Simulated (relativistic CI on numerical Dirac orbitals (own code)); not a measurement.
# Magnetism of Os7+, 5d, in a crystal field

Calculated by Dirac-Coulomb-Breit CI, separate exchange-only KLI orbitals for each configuration, model QED (radiative potential, 1s self-energy scaled to tabulated hydrogen-like ionisation energies), valence Slater integrals scaled by 0.9, one configuration in a parametric crystal field (own radial code).

Field parameters in Wybourne normalisation: Oh B⁴₀ = 21Dq, B⁴₄ = √(5/14) B⁴₀. The field is a parameter set, without covalency.

S is read from ⟨S²⟩ = S(S + 1).

Powder χT (cm³ K mol⁻¹) by Van Vleck's formula, with temperature-independent terms:

```tsv
Field	2 K	5 K	10 K	20 K	50 K	100 K	200 K	300 K
Oh, 10Dq = 10000 cm⁻¹	0.195	0.195	0.195	0.195	0.196	0.198	0.201	0.204
Oh, 10Dq = 18000 cm⁻¹	0.115	0.115	0.115	0.115	0.117	0.119	0.124	0.128
Oh, 10Dq = 25950 cm⁻¹	0.0717	0.0718	0.0721	0.0726	0.0742	0.0768	0.082	0.0872
Oh, 10Dq = 33950 cm⁻¹	0.0479	0.0481	0.0484	0.049	0.0506	0.0535	0.0591	0.0647
Oh, 10Dq = 41950 cm⁻¹	0.034	0.0342	0.0345	0.0351	0.0369	0.0398	0.0457	0.0515
```

(1) For Oh, 10Dq = 25950 cm⁻¹: what effective moment follows at 300 K?

Answers

(1) μ_eff = √(8χT) = 0.84 μB. The ground level has S = 0.50; the spin-only moment for S = 1/2 is 1.73 μB. The difference comes from the orbital moment, spin-orbit mixing of terms and temperature-independent paramagnetism, all larger in this ionic model than in covalent complexes.
